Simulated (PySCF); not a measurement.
AlH₃, SMILES [AlH3] (connectivity only; charge and spin as stated), charge -1, multiplicity 2.

Geometry optimised at B3LYP-D3(BJ)/def2-TZVPD. The spin state was assumed, not searched. The isomer is the one that the SMILES or the coordinates give; other isomers of the formula were not compared.

Level of theory: r2SCAN/def2-TZVPD (PySCF).

The molecule is in vacuum. A positive occupied level means that this level leaves the electron formally unbound; only the finite basis holds it.

Task: Estimate the frontier levels, dipole moment and polarisability. (The exact figures need the calculation; the answer reports its results.)

Result: 
* **α spin, highest occupied and lowest empty level**: 1.49 and 4.13 eV
* **β spin, highest occupied and lowest empty level**: -1.55 and 3.49 eV
* **dipole moment about the centre of nuclear charge**: 0.51 D
* **mean static polarisability**: 88.9 bohr³ (13.17 Å³)
* **polarisability, principal values**: 79.6, 79.6, 107.4 bohr³
* **⟨S²⟩**: 0.754 (pure state 0.75)
